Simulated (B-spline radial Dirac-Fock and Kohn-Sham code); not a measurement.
## Relative photoemission cross sections at Al Kα (taken as 1486.9 eV): 3d3/2, 3d5/2, Sc to Er

These are calculated numbers from a radial atomic solver; the model is a relativistic central-field model (Hartree-Slater potential of the initial state, Latter tail, multipole expansion of the photon field, Dirac-Fock thresholds). Cross sections are relative to C 1s, computed as 13.92 kb at this energy; β is from the dipole term. Free atoms in their tabulated ground configurations, whose changes along a row show as steps; without correlation, outer binding energies come out low.

```
 Z  element  σ 3d3/2  σ 3d5/2  β 3d5/2  binding 3d5/2 (eV)
21       Sc  0.00167  0.00246     0.69                7.26
22       Ti  0.00540  0.00796     0.73                8.32
23        V   0.0123   0.0181     0.76                9.27
25       Mn   0.0414   0.0607     0.84               10.97
26       Fe   0.0678   0.0993     0.87               11.75
27       Co    0.106    0.154     0.90               12.49
28       Ni    0.158    0.231     0.93               13.20
30       Zn    0.321    0.468     0.99               14.57
31       Ga    0.431    0.628     1.02               24.82
32       Ge    0.564    0.822     1.04               36.16
36       Kr     1.38     2.01     1.12               92.18
38       Sr     2.01     2.92     1.15               141.3
40       Zr     2.80     4.07     1.18               188.5
43       Tc     4.36     6.32     1.21               265.2
46       Pd     6.40     9.26     1.22               339.9
48       Cd     8.08     11.7     1.22               411.4
49       In     9.01     13.0     1.22               451.5
50       Sn     10.0     14.5     1.21               493.2
54       Xe     14.7     21.3     1.16               676.5
56       Ba     17.5     25.3     1.12               789.6
57       La     19.0     27.5     1.09               846.3
58       Ce     20.6     29.8     1.06               894.1
59       Pr     22.2     32.2     1.02               933.5
60       Nd     23.9     34.6     0.97               982.9
61       Pm     25.7     37.2     0.92              1033.1
62       Sm     27.5     39.8     0.86              1084.2
63       Eu     29.4     42.6     0.79              1136.3
64       Gd     31.4     45.5     0.71              1198.6
65       Tb     33.4     48.6     0.63              1243.1
66       Dy     35.7     51.9     0.53              1298.0
67       Ho     38.1     55.4     0.44              1353.8
68       Er     36.3     58.9     0.42              1410.6
```
